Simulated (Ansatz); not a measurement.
Consider the formal exchange of groups at a B–N bond: `CN(C)B[SiH3]` + `C/C=[CH]/[AlH2]` → `[AlH2]/[CH]=C/B[SiH3]` + `CN(C)C`.

Calculated with Ansatz (gas phase, PBE0-D4/def2-TZVP geometries, no zero-point term in ΔE). CCSD(T)/CBS is the MP2 limit (def2-TZVPP, def2-QZVPP) plus CCSD(T) − MP2 in def2-TZVPP, frozen cores. Double bonds are as drawn, so ΔE can hold a change between cis and trans. DFT in def2-TZVPP. Each species was taken in one conformer, which may not be the lowest.

`CN(C)B[SiH3]`:

Cartesian coordinates in Å:
```
C 1.094 -1.266 1.217
N 0.310 -0.469 0.296
C -0.170 -1.246 -0.826
B 0.068 0.881 0.499
Si -1.001 2.106 -0.693
H 1.965 -1.696 0.710
H 0.499 -2.095 1.615
H 1.436 -0.647 2.044
H -0.754 -0.622 -1.499
H 0.670 -1.675 -1.384
H -0.797 -2.075 -0.480
H 0.545 1.367 1.490
H -1.589 1.492 -1.921
H -2.131 2.702 0.077
H -0.146 3.242 -1.145
```

`C/C=[CH]/[AlH2]`:

Z-matrix (Å, degrees):
```
C
C 1 1.490
H 1 1.095 2 110.7
H 1 1.095 2 110.7 3 -117.6
H 1 1.091 2 111.6 3 121.2
C 2 1.340 1 126.3 3 -121.4
H 2 1.092 1 114.8 3 58.6
Al 6 1.929 2 119.8 1 -179.9
H 6 1.092 2 116.3 1 0.0
H 8 1.590 6 117.1 2 -0.2
H 8 1.589 6 122.2 2 179.8
```

`[AlH2]/[CH]=C/B[SiH3]`:

Cartesian coordinates in Å:
```
Al -2.947 0.323 1.243
C -1.606 -0.189 -0.087
C -0.354 0.324 -0.049
B 0.767 -0.255 -0.930
Si 2.731 -0.151 -0.487
H -4.360 -0.393 1.312
H -2.541 1.483 2.245
H -1.793 -0.924 -0.872
H -0.130 1.066 0.722
H 0.440 -0.858 -1.915
H 3.477 0.469 -1.622
H 3.037 0.632 0.744
H 3.280 -1.526 -0.302
```

`CN(C)C`:

Cartesian coordinates in Å:
```
C -0.556 0.344 -1.212
N 0.427 0.087 -0.188
C 0.410 -1.295 0.225
C 0.262 0.975 0.936
H -0.485 1.382 -1.545
H -0.375 -0.303 -2.073
H -1.592 0.167 -0.865
H 0.592 -1.943 -0.636
H -0.553 -1.595 0.679
H 1.199 -1.474 0.958
H 0.334 2.013 0.605
H 1.051 0.797 1.670
H -0.713 0.846 1.445
```

```
             level  ΔE (kJ/mol)  difference from CCSD(T)/CBS
           PBE0-D4        179.0                          2.6
           ωB97M-V        178.3                          1.9
              PBE0        178.2                          1.8
     HF/def2-TZVPP        160.9                        -15.5
SCS-MP2/def2-TZVPP        175.3                         -1.1
   CCSD/def2-TZVPP        174.3                         -2.1
CCSD(T)/def2-TZVPP        176.4                          0.0
SCS-MP2/def2-QZVPP        175.4                         -1.0
      HF/CBS(def2)        160.7                        -15.7
    CCSD/CBS(def2)        174.4                         -2.0
       CCSD(T)/CBS        176.4                            0
```

Largest T1 diagnostic among the species: 0.013.

In def2-TZVPP, CCSD(T) changes the Hartree–Fock value by +15.5 kJ/mol (the triples alone add +2.1 kJ/mol) and MP2 by +18.5 kJ/mol.
